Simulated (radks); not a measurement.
Q: The mean radii <r> (bohr) of the occupied orbitals of an atom or ion are listed with their occupations. All-electron calculation, Dirac Kohn-Sham, PBE, spin-unpolarised, spherical densities, point nucleus. Program: a radial shooting solver on a logarithmic mesh with Libxc functionals.

| orbital | occ. | <r> |
|---|---|---|
| 1s1/2 | 2 | 0.02971 |
| 2s1/2 | 2 | 0.1281 |
| 2p1/2 | 2 | 0.1085 |
| 2p3/2 | 4 | 0.1137 |
| 3s1/2 | 2 | 0.3483 |
| 3p1/2 | 2 | 0.3394 |
| 3p3/2 | 4 | 0.3505 |
| 3d3/2 | 4 | 0.3223 |
| 3d5/2 | 6 | 0.3258 |
| 4s1/2 | 2 | 0.8479 |
| 4p1/2 | 2 | 0.9003 |
| 4p3/2 | 4 | 0.9302 |
| 4d3/2 | 4 | 1.142 |
| 4d5/2 | 6 | 1.156 |

Name the element and its charge. Open shells, if any, fill j = l - 1/2 first.

A: Z = 49, indium, charge +3: In3+ in [Kr] 4d10. The 1s radius gives Z: for a bare nucleus <r> = (2 gamma + 1)/(2Z) with gamma = sqrt(1 - (Z/c)^2), 0.02926 bohr for Z = 49, and screening makes it slightly larger (0.02971 here). The occupations add up to 46, and the charge is Z minus that.
